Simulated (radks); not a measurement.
Results of a calculation; reference values are marked as such.
Species: Os23+. Configuration: [Kr] 4d9.5 4f7 5s0.5 (fractional occupations, a model configuration).

Code: a radial shooting solver on a logarithmic mesh with Libxc functionals. Model: scalar-relativistic Kohn-Sham, PBEsol, spin-polarised, spherical densities, finite nucleus; open shells are filled with parallel spins first (spin-orbit coupling, left out, can overturn this in heavy ions); Fermi nuclear charge, rms radius 5.4126 fm.

Energy parts (hartree):
| part | energy |
|---|---|
| total | -17017.4233 |
| kinetic | 18876.7986 |
| electron-nucleus | -40828.1902 |
| Hartree | 5241.3265 |
| exchange-correlation | -307.3581 |

Orbitals (lengths in bohr, moments of r in powers of bohr; r(max) is where P^2 peaks):
\begin{tabular}{lrrr}
orbital & occ. & eigenvalue (hartree) & r(max) \\ \hline
1s up & 1 & -2737.929 & 0.01103 \\
1s down & 1 & -2737.923 & 0.01103 \\
2s up & 1 & -497.6237 & 0.06342 \\
2s down & 1 & -497.5944 & 0.06342 \\
2p up & 3 & -436.7214 & 0.05220 \\
2p down & 3 & -436.6975 & 0.05220 \\
3s up & 1 & -135.0938 & 0.1788 \\
3s down & 1 & -134.8308 & 0.1787 \\
3p up & 3 & -117.1948 & 0.1774 \\
3p down & 3 & -116.9290 & 0.1772 \\
3d up & 5 & -97.17377 & 0.1444 \\
3d down & 5 & -96.96283 & 0.1443 \\
4s up & 1 & -46.96863 & 0.3993 \\
4s down & 1 & -46.52479 & 0.3995 \\
4p up & 3 & -40.86365 & 0.4169 \\
4p down & 3 & -40.43523 & 0.4171 \\
4d up & 5 & -33.34968 & 0.4203 \\
4d down & 4.5 & -32.92533 & 0.4208 \\
4f up & 7 & -25.08200 & 0.3713 \\
4f down & 0 & -24.62942 & 0.3726 \\
5s up & 0.5 & -22.40890 & 0.7952 \\
5s down & 0 & -22.14095 & 0.7988 \\
\end{tabular}

The highest occupied level is 5s up at -609.78 eV. The configuration is held as typed, so some empty levels lie below it. Spin moment in Bohr magnetons: 8. Summed over all electrons, <r^2> = 6.746 bohr^2, which gives a Langevin (diamagnetic) susceptibility term of -5.34 x 10^-6 cm^3/mol.
